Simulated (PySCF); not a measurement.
# Which functional comes closest?

Molecule: `[SiH2]([SiH3])[SiH2][SiH2][SiH3]`, H12Si5.

Geometry:
```
atom   x (Å)   y (Å)   z (Å)
 Si1   2.297   0.920  -0.933
 Si2   1.684  -0.994   0.274
 Si3   0.040  -0.405   1.846
 Si4  -2.059  -0.563   0.811
 Si5  -2.057   0.550  -1.254
  H6   1.110   1.524  -1.611
  H7   3.333   0.606  -1.964
  H8   2.856   1.925   0.024
  H9   2.903  -1.534   0.956
 H10   1.144  -2.048  -0.642
 H11   0.281   1.000   2.305
 H12   0.089  -1.310   3.037
 H13  -2.348  -2.012   0.569
 H14  -3.133  -0.003   1.691
 H15  -1.122  -0.145  -2.192
 H16  -3.426   0.549  -1.853
 H17  -1.605   1.965  -1.085
```

Geometry PBE0-D3(BJ)/def2-SVP throughout; GIAO in PySCF 2.14.0 with density-fitted response routines, gas phase, one conformer, non-relativistic; equivalent atoms averaged; basis pcSseg-1.

Reference values (measured; C. Corminboeuf, T. Heine, J. Weber, Chem. Phys. Lett. 357 (2002) 1): δ(Si1/Si5) = -98.4 ppm vs TMS, δ(Si2/Si4) = -111.5 ppm vs TMS, δ(Si3) = -107.3 ppm vs TMS. Computed shifts are taken against TMS, calculated as an isolated molecule at each level.

Question: How do the functionals HF, LDA, PBE, BLYP, BP86, OPBE, KT2, KT3, B97-D, B3LYP, PBE0, mPW1PW91, WP04, B97-2, BHandHLYP, CAM-B3LYP, wB97X-D, LC-wPBE perform against the reference? Times are CPU seconds on shared hosts with different chips, so compare them loosely.

Answer: 
```tsv
functional	kind	Si1/Si5	Si2/Si4	Si3	mean abs. error Si	core-s
HF	Hartree–Fock	-89.7	-102.5	-102.2	7.6	11
LDA	LDA	-115.2	-126.1	-123.0	15.7	18
PBE	GGA	-106.6	-118.3	-115.9	7.9	23
BLYP	GGA	-104.3	-112.4	-110.2	3.2	24
BP86	GGA	-104.9	-116.3	-114.0	6.0	24
OPBE	GGA	-99.3	-113.2	-111.3	2.2	24
KT2	GGA	-104.6	-115.8	-113.3	5.5	24
KT3	GGA	-97.9	-108.1	-106.1	1.7	24
B97-D	GGA	-98.4	-108.3	-106.3	1.4	25
B3LYP	global hybrid	-101.2	-110.8	-108.9	1.7	20
PBE0	global hybrid	-102.3	-115.6	-113.7	4.8	36
mPW1PW91	global hybrid	-100.4	-113.6	-111.8	2.9	20
WP04	global hybrid	-84.3	-90.5	-89.2	17.7	21
B97-2	global hybrid	-98.1	-110.5	-109.1	1.0	21
BHandHLYP	global hybrid	-96.7	-107.5	-106.6	2.1	21
CAM-B3LYP	range-separated hybrid	-102.9	-113.6	-112.5	3.9	31
wB97X-D	range-separated hybrid	-101.6	-115.8	-114.3	4.8	40
LC-wPBE	range-separated hybrid	-102.3	-118.3	-117.7	7.0	40
```

For ²⁹Si the closest is B97-2 (1.0 ppm) and the furthest WP04 (17.7 ppm). One molecule is a small sample, and vibrational and solvent effects are absent from the calculation.
